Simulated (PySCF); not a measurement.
A structure optimised at r2SCAN-D4/def2-SVP, used in a PySCF frequency run:

```xyz
13

C     -1.1457    -0.0311    -1.2117
N     -0.3770     0.1592     0.0000
C     -1.1457    -0.0311     1.2117
Si     1.3524    -0.0119     0.0000
H     -2.0183     0.6499    -1.2290
H     -1.5359    -1.0657    -1.3224
H     -0.5334     0.1926    -2.0994
H     -2.0183     0.6499     1.2290
H     -0.5334     0.1926     2.0994
H     -1.5359    -1.0657     1.3224
H      1.8708    -1.4258     0.0000
H      1.8793     0.6492     1.2313
H      1.8793     0.6492    -1.2313
```
Charge 0, spin multiplicity 1.

**Question.** Write its SMILES, formula and point group.

**Answer.** CN(C)[SiH3], C2H9NSi, Cs

**Question.** What are its rotational constants (standard atomic weights)?

**Answer.** 8.3847, 4.3763, 3.1048 GHz
